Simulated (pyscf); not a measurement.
# `[F][SiH2][NH][SiH2]`, doublet

Gas-phase minimum from PySCF at ωB97X-D3(BJ)/def2-SVP, one conformer. Other isomers of F–SiH₂–NH–SiH₂• were not searched in full and may lie lower. 

```
N
H 1 1.0183
Si 1 1.7250 2 116.04
F 3 1.6299 1 112.00 2 80.16
Si 1 1.7504 2 115.74 3 168.77
H 3 1.4817 4 107.07 1 -118.72
H 3 1.4844 6 113.74 4 117.01
H 5 1.4959 1 106.64 2 168.77
H 5 1.4998 8 110.77 1 119.25
```
Charge 0, spin multiplicity 2.

Properties at ωB97X-D3(BJ)/def2-SVP:

Harmonic wavenumbers, unscaled: 61, 118, 208, 305, 470, 606, 646, 777, 786, 842, 875, 910, 955, 962, 983, 1208, 2185, 2223, 2296, 2313, 3622 cm⁻¹
Zero-point energy: 33.4 kcal/mol
Rotational symmetry number: 1
Entropy of this conformer at 298 K and 1 atm, rigid rotor and harmonic oscillator, modes under 100 cm⁻¹ raised to 100: 335.1 J/(mol K)
Dipole moment: 1.66 D
Spin expectation value S2: 0.752

Single-point totals, which compare only within one level:

```
level                   total energy (hartree)
----------------------  ----------------------
ωB97X-D3(BJ)/def2-TZVP              -736.81281
PBE/def2-TZVP                       -736.26759
r²SCAN/def2-TZVP                    -736.61538
B3LYP-D3(BJ)/def2-TZVP              -736.79945
PBE0-D3(BJ)/def2-TZVP               -736.33717
M06-2X/def2-TZVP                    -736.63933
ωB97M-D3(BJ)/def2-TZVP              -736.85138
```

Soft torsions are taken as harmonic, which can shift the entropy by several J/(mol K).
